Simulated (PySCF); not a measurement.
# How the method changes the constants of SrZn

State: ¹Σ⁺ (singlet), closed shell. Set-up: Sr def2-SVPD with ECP28, Zn def2-SVPD; scalar-relativistic core potentials (PySCF 2.14). De refers to Sr + Zn in their ground configurations, without counterpoise correction. A positive dipole means Sr(−)Zn(+). Levels whose curve was spin-contaminated or gave no clean fit are not listed.

```tsv
Level	Re (Å)	ωe (cm⁻¹)	De (eV)	μ (D)
PBE	3.662	61.0	0.206	0.04
PBEsol	3.568	68.8	0.257	0.05
TPSS	3.641	63.1	0.196	0.30
r²SCAN	3.634	64.6	0.187	0.16
TPSSh	3.701	58.2	0.167	0.32
PBE0	3.805	50.9	0.144	0.14
LC-ωPBE	4.067	32.6	0.078	0.48
```

Question: What does a quarter of exact exchange do here, going from PBE to PBE0?

Answer: PBE0 less PBE: +14.3 pm in Re, -16.6 % in ωe, -0.06 eV in De. Exact exchange removes part of the self-interaction that spreads semilocal densities, and in most molecules shortens and stiffens the bond and lowers De; here Re and ωe go the other way.

Question: What does a tenth of exact exchange do here, going from TPSS to TPSSh?

Answer: TPSSh less TPSS: +6.0 pm in Re, -7.8 % in ωe, -0.03 eV in De. Exact exchange removes part of the self-interaction that spreads semilocal densities, and in most molecules shortens and stiffens the bond and lowers De; here Re and ωe go the other way.

Closed-shell solutions of metal pairs were not tested for spin polarisation, which can lower them a little. The bond is weak. Basis-set superposition, not corrected here, can be much of De in a small basis, most of all at correlated wavefunction levels. Functionals without a dispersion term scatter widely for such bonds, and LDA overbinds them.

The whole job (state search and all levels along the bond) took about 3.9 min on 1 thread of Arm Neoverse V1 (shared host), peak memory 0.76 GiB.
